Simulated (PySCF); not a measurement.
PySCF job for Al(H)(OMe)(OSiH3) (CH7AlO2Si), SMILES [SiH3][O][AlH][O]C, PBE0-D3(BJ)/def2-SVP. The structure is a stationary point at PBE0-D3(BJ)/def2-SVP. The structure was generated by enumeration; whether it is a known compound was not checked. Other conformers were not sampled.

```python
import numpy as np
from pyscf import gto, scf, dft, df
from pyscf.hessian import thermo

mol = gto.M(
    atom='''
    Al   -0.67709774    0.66975632    0.82396273
    H    -1.18842267    1.07692253    2.24753193
    O    -1.27080379    1.51774672   -0.50912034
    C    -1.15717957    1.56342878   -1.89147911
    H    -0.79240848    2.55287334   -2.22002275
    H    -0.46248967    0.80152521   -2.29218315
    H    -2.14026844    1.40238390   -2.36837567
    O     0.44243719   -0.58747131    0.61636673
    Si    1.52511797   -1.77832040    0.27859691
    H     0.95843061   -3.11272776    0.64232700
    H     2.78774133   -1.56654454    1.04983217
    H     1.85804680   -1.78755494   -1.18007802
    ''',
    basis='def2-SVP',
    charge=0,
    spin=0,
    max_memory=1600,
    verbose=3,
)
mf = dft.RKS(mol, xc='pbe0').density_fit(auxbasis='def2-universal-jkfit')
mf.disp = 'd3bj'
mf.grids.level = 3
mf.conv_tol = 1e-11
mf.max_cycle = 100
mf.kernel()

# [left out here: the lines that compute and print the analytic Hessian (its translational invariance restored by hand, since the grid's response is missing), thermochemistry and intensities]
```

Program output:

```
converged SCF energy = -724.048955033223

WARN: DFTD3 does not support analytical Hessian, using finite difference


WARN: Mole.unit (angstrom) is changed to Bohr

Mode                                 0                   1                   2
Irrep
Freq [cm^-1]                      -13.4063             29.9902             68.3706
Reduced mass [au]                   1.0554              3.8970              1.1946
Force const [Dyne/A]               -0.0001              0.0021              0.0033
Char temp [K]                     -19.2886             43.1492             98.3701
Normal mode                   x     y     z       x     y     z       x     y     z
       0  Al                -0.02 -0.02  0.00    0.02 -0.02 -0.04   -0.00 -0.00 -0.00
       1   H                -0.06 -0.04 -0.01    0.05 -0.07 -0.01    0.03  0.03  0.00
       2   O                 0.01  0.00 -0.00   -0.03  0.03  0.01    0.03  0.02  0.00
       3   C                 0.04  0.02  0.00   -0.09  0.10  0.01   -0.02 -0.01 -0.00
       4   H                 0.03  0.03  0.03   -0.11  0.12  0.04    0.46 -0.19 -0.01
       5   H                 0.06  0.04  0.01   -0.10  0.13 -0.06   -0.41 -0.35 -0.05
       6   H                 0.05  0.01 -0.02   -0.11  0.12  0.04   -0.12  0.48  0.05
       7   O                -0.01 -0.01  0.01    0.02 -0.01 -0.12   -0.06 -0.06 -0.01
       8  Si                 0.00  0.01 -0.00    0.03 -0.05  0.08    0.02  0.02  0.00
       9   H                 0.23  0.05  0.50    0.01 -0.00  0.19    0.12 -0.02  0.00
      10   H                 0.21  0.32 -0.43   -0.01  0.03  0.13    0.01  0.11  0.01
      11   H                -0.42 -0.34 -0.10    0.12 -0.20  0.10    0.03  0.04  0.00
Mode                                 3                   4                   5
Irrep
Freq [cm^-1]                       84.7724             95.5276            156.4894
Reduced mass [au]                   2.8066              3.7688              3.3502
Force const [Dyne/A]                0.0119              0.0203              0.0483
Char temp [K]                     121.9686            137.4429            225.1534
Normal mode                   x     y     z       x     y     z       x     y     z
       0  Al                 0.01  0.01  0.00   -0.01  0.01  0.02    0.05  0.05  0.01
       1   H                 0.10  0.08  0.01    0.04 -0.06  0.06    0.27  0.24  0.03
       2   O                 0.07  0.06  0.01   -0.06  0.05  0.05   -0.12 -0.11 -0.01
       3   C                -0.03 -0.03 -0.00    0.09 -0.11  0.05    0.06  0.05  0.01
       4   H                -0.29  0.03 -0.10    0.15 -0.16 -0.02    0.09  0.09  0.16
       5   H                 0.13  0.11  0.02    0.12 -0.17  0.21    0.11  0.10  0.01
       6   H                -0.02 -0.30  0.07    0.14 -0.14 -0.03    0.12  0.09 -0.14
       7   O                -0.13 -0.11 -0.02   -0.01  0.04 -0.14   -0.06 -0.05 -0.01
       8  Si                 0.03  0.02  0.00   -0.00  0.00 -0.00    0.00  0.00  0.00
       9   H                 0.18 -0.05 -0.02   -0.04  0.03  0.06    0.07 -0.03 -0.01
      10   H                -0.02  0.17  0.04   -0.05  0.04  0.06   -0.01  0.07  0.01
      11   H                 0.07  0.08  0.01    0.07 -0.09  0.02    0.02  0.03  0.00
Mode                                 6                   7                   8
Irrep
Freq [cm^-1]                      298.4701            493.3079            529.3170
Reduced mass [au]                   8.2852              1.3235              6.4673
Force const [Dyne/A]                0.4349              0.1898              1.0676
Char temp [K]                     429.4321            709.7602            761.5693
Normal mode                   x     y     z       x     y     z       x     y     z
       0  Al                 0.01 -0.00 -0.08    0.06  0.06  0.01   -0.07  0.07  0.08
       1   H                 0.01 -0.00 -0.08   -0.65 -0.56 -0.07   -0.16  0.18  0.02
       2   O                -0.11  0.13  0.03   -0.03 -0.02 -0.00   -0.02  0.03 -0.03
       3   C                 0.01 -0.01  0.02   -0.01 -0.00 -0.00   -0.00  0.01 -0.05
       4   H                 0.05 -0.05 -0.05   -0.01 -0.00  0.00    0.00  0.01 -0.06
       5   H                 0.03 -0.06  0.15   -0.00 -0.00 -0.00   -0.00  0.00 -0.03
       6   H                 0.05 -0.05 -0.05   -0.00 -0.00 -0.00    0.00  0.01 -0.06
       7   O                 0.03 -0.04  0.10   -0.03 -0.03 -0.00    0.01 -0.01 -0.01
       8  Si                 0.03 -0.03  0.00   -0.00 -0.00 -0.00    0.07 -0.08 -0.02
       9   H                 0.05 -0.05 -0.05    0.04 -0.02 -0.01    0.09 -0.09 -0.03
      10   H                 0.06 -0.06 -0.05   -0.01  0.04  0.01    0.08 -0.10 -0.03
      11   H                -0.04  0.05 -0.02    0.01  0.01  0.00    0.09 -0.10 -0.02
Mode                                 9                  10                  11
Irrep
Freq [cm^-1]                      663.4888            734.7588            739.4765
[...]
Freq [cm^-1]                     1191.2218           1276.3324           1474.9850
Reduced mass [au]                   1.2902              8.2482              1.0394
Force const [Dyne/A]                1.0787              7.9166              1.3323
Char temp [K]                    1713.9030           1836.3582           2122.1750
Normal mode                   x     y     z       x     y     z       x     y     z
       0  Al                 0.00  0.00  0.00   -0.01  0.02 -0.03   -0.00 -0.00 -0.00
       1   H                -0.01 -0.01 -0.00   -0.01  0.02 -0.02    0.00  0.00  0.00
       2   O                 0.04  0.03  0.00    0.02 -0.05  0.18   -0.01 -0.01 -0.00
       3   C                -0.10 -0.08 -0.01   -0.01  0.03 -0.16   -0.04 -0.03 -0.00
       4   H                 0.14  0.02  0.56    0.09 -0.01 -0.12    0.29 -0.23 -0.32
       5   H                 0.23  0.20  0.03    0.03 -0.04  0.06    0.52  0.45  0.06
       6   H                 0.11  0.19 -0.53    0.01 -0.08 -0.13   -0.22  0.30  0.32
       7   O                -0.00 -0.00 -0.00   -0.00  0.00  0.00   -0.00 -0.00 -0.00
       8  Si                 0.00  0.00 -0.00    0.00 -0.00 -0.00    0.00  0.00  0.00
       9   H                 0.00 -0.00 -0.00   -0.02  0.01  0.01   -0.00  0.00 -0.00
      10   H                -0.00 -0.00  0.00   -0.01  0.01  0.01    0.00 -0.00  0.00
      11   H                -0.00 -0.00 -0.00   -0.01  0.01 -0.01   -0.00 -0.00 -0.00
Mode                                21                  22                  23
Irrep
Freq [cm^-1]                     1478.6281           1483.3645           2026.7906
Reduced mass [au]                   1.0559              1.1235              1.0445
Force const [Dyne/A]                1.3601              1.4565              2.5280
Char temp [K]                    2127.4166           2134.2312           2916.1004
Normal mode                   x     y     z       x     y     z       x     y     z
       0  Al                -0.00  0.00 -0.00    0.00 -0.01  0.00    0.01 -0.01 -0.03
       1   H                 0.00 -0.00 -0.01   -0.01  0.01  0.01   -0.32  0.25  0.89
       2   O                 0.01 -0.01  0.02    0.00  0.00 -0.03    0.00 -0.00 -0.00
       3   C                 0.03 -0.04  0.03    0.02 -0.01 -0.09   -0.00  0.00  0.00
       4   H                -0.54  0.05 -0.41   -0.20  0.21  0.36   -0.00 -0.00 -0.00
       5   H                 0.03 -0.06  0.13    0.13 -0.23  0.61   -0.00  0.00 -0.00
       6   H                 0.09  0.58 -0.35   -0.22  0.20  0.36    0.00  0.00 -0.00
       7   O                 0.00 -0.00 -0.00   -0.00  0.00  0.00    0.00 -0.00 -0.00
       8  Si                -0.00  0.00  0.00    0.00 -0.00 -0.00   -0.00  0.00  0.00
       9   H                 0.00  0.00 -0.00   -0.00  0.00  0.00    0.01  0.01 -0.00
      10   H                -0.00 -0.00 -0.00   -0.00  0.00  0.00   -0.01 -0.00 -0.01
      11   H                 0.00 -0.00  0.00    0.00 -0.00 -0.00    0.00 -0.00  0.01
Mode                                24                  25                  26
Irrep
Freq [cm^-1]                     2220.0618           2227.9582           2232.0171
Reduced mass [au]                   1.0472              1.0513              1.0232
Force const [Dyne/A]                3.0409              3.0747              3.0032
Char temp [K]                    3194.1747           3205.5358           3211.3757
Normal mode                   x     y     z       x     y     z       x     y     z
       0  Al                -0.00  0.00 -0.00    0.00  0.00  0.00    0.00 -0.00 -0.00
       1   H                 0.00 -0.00 -0.00   -0.00 -0.00  0.00   -0.01  0.01  0.01
       2   O                 0.00 -0.00  0.00   -0.00 -0.00 -0.00   -0.00  0.00 -0.00
       3   C                 0.00 -0.00 -0.00   -0.00 -0.00  0.00   -0.00 -0.00  0.00
       4   H                -0.00  0.00  0.00    0.00 -0.00 -0.00   -0.00 -0.00 -0.00
       5   H                 0.00 -0.00  0.00    0.00  0.00  0.00   -0.00  0.00  0.00
       6   H                -0.00  0.00  0.00    0.00  0.00  0.00    0.00  0.00 -0.00
       7   O                 0.00 -0.00 -0.00   -0.00  0.00  0.00   -0.00  0.00  0.00
       8  Si                 0.00  0.00 -0.04    0.03  0.03  0.01   -0.01  0.02 -0.01
       9   H                -0.07 -0.16  0.03   -0.27 -0.64  0.19   -0.25 -0.57  0.15
      10   H                 0.15  0.03  0.07   -0.55 -0.09 -0.34    0.60  0.11  0.37
      11   H                -0.21  0.00  0.92    0.02  0.01 -0.02    0.05  0.00 -0.25
Mode                                27                  28                  29
Irrep
Freq [cm^-1]                     3005.4875           3087.1859           3098.0331
Reduced mass [au]                   1.0331              1.1049              1.1059
Force const [Dyne/A]                5.4981              6.2045              6.2536
Char temp [K]                    4324.2274           4441.7731           4457.3799
Normal mode                   x     y     z       x     y     z       x     y     z
       0  Al                -0.00  0.00 -0.00   -0.00  0.00 -0.00   -0.00 -0.00  0.00
       1   H                -0.00 -0.00  0.00   -0.00  0.00  0.00   -0.00 -0.00 -0.00
       2   O                 0.00 -0.00  0.00   -0.00  0.00  0.00    0.00  0.00  0.00
       3   C                -0.01  0.01  0.04    0.06 -0.07  0.01   -0.07 -0.06 -0.01
       4   H                 0.16  0.46 -0.14    0.18  0.43 -0.13    0.21  0.59 -0.18
       5   H                 0.43 -0.47 -0.23   -0.43  0.47  0.23   -0.00 -0.03 -0.01
       6   H                -0.45 -0.07 -0.21   -0.40 -0.08 -0.18    0.62  0.09  0.28
       7   O                 0.00 -0.00 -0.00   -0.00  0.00  0.00    0.00  0.00  0.00
       8  Si                -0.00  0.00  0.00   -0.00  0.00 -0.00   -0.00 -0.00  0.00
       9   H                 0.00 -0.00 -0.00   -0.00 -0.00  0.00    0.00  0.00 -0.00
      10   H                 0.00 -0.00 -0.00    0.00 -0.00  0.00    0.00  0.00  0.00
      11   H                 0.00 -0.00 -0.00    0.00 -0.00  0.00    0.00  0.00 -0.00
temperature 298.1500 [K]
pressure 101325.00 [Pa]
Rotational constants [GHz] 6.32609 1.39447 1.16671
Symmetry number 1
Zero-point energy (ZPE) 0.07903 [Eh]   207504.369 [J/mol]
                           tot       elec      trans        rot        vib
Entropy [J/mol/K]       384.991      0.000    166.922    116.470    101.599
Cv [J/mol/K]            105.942      0.000     12.472     12.472     80.998
Cp [J/mol/K]            114.256      0.000     20.786     12.472     80.998
Internal energy [J/mol]                      3718.434   3718.434 221404.255
Internal energy [Eh]   -723.96179  -724.04896
Enthalpy [J/mol]                             6197.391   3718.434 221404.255
Enthalpy [Eh]          -723.96085
Gibbs free energy [J/mol]                  -43570.480 -31007.119 191112.661
Gibbs free energy [Eh] -724.00457
mode   freq/cm-1   IR/(km/mol)
   1      -13.41         0.013
   2       29.99         0.127
   3       68.37         0.001
   4       84.77         0.191
   5       95.53         7.965
   6      156.49        10.769
   7      298.47        42.740
   8      493.31       156.641
   9      529.32        13.639
  10      663.49        93.167
  11      734.76        53.752
  12      739.48        71.144
  13      765.38       183.451
  14      951.95        82.306
  15      953.33        85.030
  16     1000.35       384.544
  17     1138.56       485.177
  18     1186.40        18.269
  19     1191.22         0.160
  20     1276.33       318.796
  21     1474.99         1.557
  22     1478.63         2.815
  23     1483.36        14.994
  24     2026.79       131.143
  25     2220.06       153.878
  26     2227.96       163.009
  27     2232.02        96.483
  28     3005.49        86.714
  29     3087.19        49.158
  30     3098.03        37.069
max |gradient| / (hartree/bohr): 0.00010080067128711925
APT charges: [ 1.6672 -0.3389 -1.0661  0.6155 -0.0597 -0.0603 -0.0595 -1.3379  1.537
 -0.2983 -0.2979 -0.3012]
```

The calculation finished and met its thresholds. The end point has an imaginary mode, so it is no minimum.

Cost: roughly 3 core-minutes.
